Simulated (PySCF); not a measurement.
## Löwdin shares of the frontier orbitals

Compound: C₈H₁₁P.
Z-matrix (Å and degrees, PBE0-D3(BJ)/def2-SVP geometry), rows numbered from 1:
```
C 
C   1  1.4992
C   2  1.3140  1  125.42
P   3  1.6440  2  173.68  1   -83.96
C   4  1.8134  3  102.12  2   173.67
C   5  1.3468  4  121.89  3   176.94
C   6  1.5002  5  112.06  4  -177.50
C   7  1.5396  6  103.09  5   -13.59
C   5  1.5074  4  127.06  3    -0.16
H   1  1.1029  2  110.63  3  -119.23
H   1  1.0980  2  111.39  3     1.73
H   1  1.1024  2  110.48  3   122.51
H   2  1.1016  1  116.72  3   179.52
H   6  1.0942  5  124.55  4    -0.08
H   7  1.1070  6  109.87  5   106.05
H   7  1.1026  6  112.98  5  -135.89
H   8  1.1014  7  109.11  6   -96.14
H   8  1.0999  7  112.93  6   144.98
H   9  1.1053  5  109.44  4    70.82
H   9  1.1012  5  112.34  4   -46.62
```

Theory: TDDFT wB97X-D/def2-SVPD, vertical, gas phase, core orbitals frozen in the response in PySCF.

Kohn–Sham orbitals with the atoms that hold most of them (Löwdin shares over 4%, at most four atoms; ? is withheld):

```json
{"orbital": "HOMO-3", "ε (eV)": "-10.55", "atoms": "P4 29%, C3 26%, C2 14%, C9 8%"}
{"orbital": "HOMO-2", "ε (eV)": "-9.79", "atoms": "P4 21%, C5 19%, C3 13%, C6 11%"}
{"orbital": "HOMO-1", "ε (eV)": "-8.72", "atoms": "?"}
{"orbital": "HOMO", "ε (eV)": "-8.10", "atoms": "C3 24%, P4 19%, C6 18%, C5 16%"}
{"orbital": "LUMO", "ε (eV)": "0.36", "atoms": "?"}
{"orbital": "LUMO+1", "ε (eV)": "1.55", "atoms": "C2 28%, C3 26%, P4 20%, C5 6%"}
{"orbital": "LUMO+2", "ε (eV)": "2.33", "atoms": "C1 10%, C5 9%, C2 9%, C9 9%"}
```

(1) Which atoms hold the HOMO-1, and with what shares?

(2) Give the leading atoms of the LUMO.

(3) The HOMO–LUMO gap is 8.46 eV. Where does the response calculation put the lowest singlet, and from which orbitals?

(4) One configuration dominates each of S1, S2 and S3. Which, and how do the shares of the two leading atoms of either orbital change from the occupied to the empty one?

## Answers

(1) P4 (bonded to 2 C) 32%; C3 (bonded to C and P) 22%; C2 (bonded to 2 C and H) 21%; C5 (bonded to 2 C and P) 10%. By element: carbon 53% or more, phosphorus 32%.

(2) P4 (bonded to 2 C) 29%; C3 (bonded to C and P) 28%; C6 (bonded to 2 C and H) 13%; C5 (bonded to 2 C and P) 9%. By element: carbon 50% or more, phosphorus 29%.

(3) S1 is at 4.26 eV (f = 0.0048), 4.20 eV below the gap, made of HOMO-1→LUMO (96%). Its leading pair isn't HOMO and LUMO; the energies of that pair differ by 9.08 eV. 

(4) 
- S1 (4.26 eV, f 0.0048), HOMO-1→LUMO (96%): P4 32% → 29%, C3 22% → 28%
- S2 (4.82 eV, f 0.394), HOMO→LUMO (92%): C3 24% → 28%, P4 19% → 29%
- S3 (4.86 eV, f 0.0011), HOMO→LUMO+1 (87%): C3 24% → 26%, P4 19% → 20%, C2 at most 16% → 28%

One conformer stands for the species.
